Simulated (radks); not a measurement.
Values are calculated unless marked as measured or tabulated.
All-electron atom: Cr I in [Ar] 3d5 4s1. Code: a radial shooting solver on a logarithmic mesh with Libxc functionals. Model: scalar-relativistic Kohn-Sham, PBE, spin-unpolarised, spherical densities, finite nucleus; Fermi nuclear charge, rms radius 3.6452 fm.

Normalised radial functions P(r) = r R(r), r in bohr:

```
   r/bohr * 2p (the largest magnitude, 1.9, reaches the edge; | marks zero)
 0.003711 *
 0.005717 *
 0.008805 |*
  0.01367 | *
  0.02106 |   *
  0.03244 |        *
  0.04997 |                *
  0.07697 |                             *
   0.1186 |                                            *
   0.1826 |                                                      *
   0.2835 |                                                *
   0.4368 |                           *
   0.6727 |       *
    1.036 |*
    1.596 *
    2.459 *
    3.787 *
     5.88 *
    9.058 *
    13.95 *
```

2p: eigenvalue -560.70 eV, 0 radial nodes, <r> = 0.260 bohr, 90 % of the charge inside 0.426 bohr.
